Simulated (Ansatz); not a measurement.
The cluster Te₂Pb₃⁺, relaxed as a doublet with UKS PBE0-D4/def2-SVP in Ansatz, starting from the GFN1-xTB geometry. Force threshold 0.02 eV/Å.

In the def2 sets Pb, Te take a core potential; there is no spin–orbit coupling. Another isomer (doublet) lies 1.24 eV lower at PBE0-D4/def2-TZVP; other spin states weren't run for this one.

Start:

```xyz
5

Pb   -1.318   -1.700    0.203
Pb   -1.300    2.793   -2.173
Pb    1.458    0.588    1.481
Te    0.028    0.550   -1.044
Te    1.132   -2.230    1.533
```

```csv
step,energy (eV),largest force component (eV/Å),SCF passes
1,-30331.2097,0.587,64
2,-30331.2569,0.355,30
3,-30331.2960,0.178,28
4,-30331.3199,0.093,31
5,-30331.3269,0.079,25
6,-30331.3291,0.089,24
7,-30331.3295,0.031,30
8 (rejected),-30331.3293,0.049,28
9,-30331.3297,0.004,28
```

Force components are those of the run's own axes.

End:

```xyz
5

Pb   -1.297   -1.663    0.012
Pb   -1.434    2.691   -1.699
Pb    1.518    0.656    1.309
Te    0.338    0.391   -1.432
Te    0.875   -2.074    1.810
```

By distances, no bond broke or formed. The bond that changes most is Pb3–Te4, from 2.90 to 3.00 Å (atoms count from 1).

No frequencies were taken in this run, so the end may be a saddle point.

It took 3 min on 4 threads of AMD EPYC on a shared host, peak host memory 0.85 GiB.
